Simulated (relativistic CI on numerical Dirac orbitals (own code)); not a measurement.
## Radial parameters of Lu³⁰⁺

These numbers are calculated, not measured: Dirac-Coulomb-Breit CI, KLI orbitals optimised for each configuration, a model potential for QED, unscaled Slater integrals (own radial code, finite nucleus).

Slater integrals F^k, G^k are unscaled and averaged over j, outside the closed core [Ar] 3d10; ζ comes from projecting the Hamiltonian with its Breit term on Σ l·s of the shell.

- 4s²4p⁶4d⁵: F^2(4d,4d) = 218040, F^4(4d,4d) = 148340, ζ(4d) = 44996 cm⁻¹; <r>(4d) = 0.4616, <r^2>(4d) = 0.2435 (bohr units).
- 4s²4p⁵4d⁶: ζ(4p) = 367790, F^2(4d,4d) = 217990, F^4(4d,4d) = 148300, F^2(4p,4d) = 220130, G^1(4p,4d) = 274390, G^3(4p,4d) = 175390, ζ(4d) = 44819 cm⁻¹; <r>(4p) = 0.456, <r^2>(4p) = 0.2352, <r>(4d) = 0.4616, <r^2>(4d) = 0.2436 (bohr units).
- 4s²4p⁶4d⁴4f: F^2(4d,4d) = 217920, F^4(4d,4d) = 148250, ζ(4d) = 44959, F^2(4d,4f) = 218390, F^4(4d,4f) = 142530, G^1(4d,4f) = 228810, G^3(4d,4f) = 156830, G^5(4d,4f) = 114980, ζ(4f) = 7229.2 cm⁻¹; <r>(4d) = 0.4619, <r^2>(4d) = 0.2438, <r>(4f) = 0.4401, <r^2>(4f) = 0.2202 (bohr units).

Problem. Give the Racah parameters of the d shell in 4s²4p⁶4d⁵.

Solution. B = F²/49 − 5F⁴/441 = 2768 cm⁻¹ and C = 35F⁴/441 = 11773 cm⁻¹.

Averages of the first 9 configurations, taken without configuration mixing, which lowers the lowest level and can move excited configurations by several eV; other configurations of the list can lie among them:

```json
{"Configuration": "4s²4p⁶4d⁵", "Parity": "even", "States": "252", "Average energy above the lowest level (eV)": "31.6"}
{"Configuration": "4s²4p⁵4d⁶", "Parity": "odd", "States": "1260", "Average energy above the lowest level (eV)": "220.5"}
{"Configuration": "4s²4p⁶4d⁴4f", "Parity": "odd", "States": "2940", "Average energy above the lowest level (eV)": "221.5"}
{"Configuration": "4s4p⁶4d⁵4f", "Parity": "odd", "States": "7056", "Average energy above the lowest level (eV)": "555.3"}
{"Configuration": "4p⁶4d⁷", "Parity": "even", "States": "120", "Average energy above the lowest level (eV)": "707.3"}
{"Configuration": "4p⁵4d⁸", "Parity": "odd", "States": "270", "Average energy above the lowest level (eV)": "893.1"}
{"Configuration": "4s²4p⁶4d³5s²", "Parity": "even", "States": "120", "Average energy above the lowest level (eV)": "777.9"}
{"Configuration": "4s²4p⁶4d²4f5s²", "Parity": "odd", "States": "630", "Average energy above the lowest level (eV)": "967.7"}
{"Configuration": "4s4p⁶4d³4f5s²", "Parity": "odd", "States": "3360", "Average energy above the lowest level (eV)": "1302.2"}
```
